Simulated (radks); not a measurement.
The boron ion B+ inside a hard spherical wall (all orbitals vanish at R), configuration held at [He] 2s2 and not refilled when levels cross. Method: non-relativistic Kohn-Sham, PBEsol, spin-polarised, spherical densities, point nucleus; computed with a radial shooting solver on a logarithmic mesh with Libxc functionals. Eigenvalues in eV for spin up, with the zero of energy where the potential of the charges vanishes at infinity; a dash marks a level that is unbound or too diffuse for the functional's potential to be trusted. A positive occupied level is held by the wall or, in an anion where self-interaction has pushed it up, behind a barrier. The pressure on the wall is -dE/dV.

R (bohr)  E (hartree)  kinetic (hartree)    e(1s)    e(2s)  e(2p, empty)  e(3s, empty)  pressure (GPa)
free        -24.16300             24.068  -192.48  -19.373       -13.249             -               0
12          -24.16300             24.068  -192.48  -19.373       -13.249             -        < 0.0001
8           -24.16299             24.068  -192.48  -19.372       -13.247        -3.479        0.000965
6           -24.16218             24.077  -192.41  -19.328       -13.178        -0.731           0.109
4           -24.12212             24.329  -190.89  -18.120       -11.696        14.231            11.2
3.5         -24.05994             24.623  -189.35  -16.663       -10.108        25.175            36.2
3           -23.90530             25.222  -186.61  -13.518        -6.962        44.296             123
2.5         -23.51163             26.474  -181.81   -6.412        -0.550        80.005             460
2           -22.44022             29.305  -173.23   11.235        13.494        153.62            2040
1.5         -19.09086             36.702  -156.78   62.893        48.873        330.82           12300
